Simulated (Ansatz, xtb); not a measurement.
**C3H7FSi2: 5 structures ranked**

5 gas-phase structures of C3H7FSi2, from a drawn sample of its isomers (lower ones may exist). Each was relaxed with GFN2-xTB:

A. `C[Si@H](F)C#C[SiH3]`, a singlet
B. `C[SiH2]C#C[SiH2]F`, a singlet
C. `F[SiH2]C#CC[SiH3]`, a singlet
D. `F[Si@@H]1C=CC[SiH2]1`, a singlet
E. `CC#C[Si@H](F)[SiH3]`, a singlet

Question: Make a reasoned guess at their ranking by r2SCAN-D4/def2-SVP single-point energy.

Answer: Calculated order at r2SCAN-D4/def2-SVP: D (0.0), A (14.8), B (17.8), E (28.1), C (28.5) kcal/mol. Less than 1 kcal/mol parts E and C, so the order within that pair means little.

Energies above the lowest of each column, in kcal/mol; the last columns are at B3LYP/def2-SVP geometries and were run for some of them only (a dash: not run or not comparable):

| structure | GFN2-xTB | HF/STO-3G | r2SCAN-D4/def2-SVP | B3LYP/def2-SVP | CCSD(T)/def2-SVP + ΔMP2/def2-TZVPP |
| --- | --- | --- | --- | --- | --- |
| D | 0.0 | 0.0 | 0.0 | 0.0 | 0.0 |
| A | 13.8 | 17.1 | 14.8 | 10.0 | 7.2 |
| B | 12.2 | 19.3 | 17.8 | 12.5 | 9.0 |
| E | 13.8 | 31.7 | 28.1 | – | – |
| C | 6.4 | 34.0 | 28.5 | – | – |

Every level run on D puts it lowest or level with the lowest. Flexible structures stand in one conformer each, not always the lowest. B keeps a small imaginary mode. Frequencies (GFN2-xTB) were run for A, B, D alone. ΔMP2 is the change of the MP2 energy from the smaller to the larger basis.

Over these structures GFN2-xTB departs from r2SCAN-D4/def2-SVP by 7.7 kcal/mol on average once a common shift is removed. A GFN2-xTB relaxation took about 0.14 s and the r2SCAN-D4/def2-SVP energy about 2.7 s on a shared host (Ansatz 0.2.0, xtb 6.7.1).
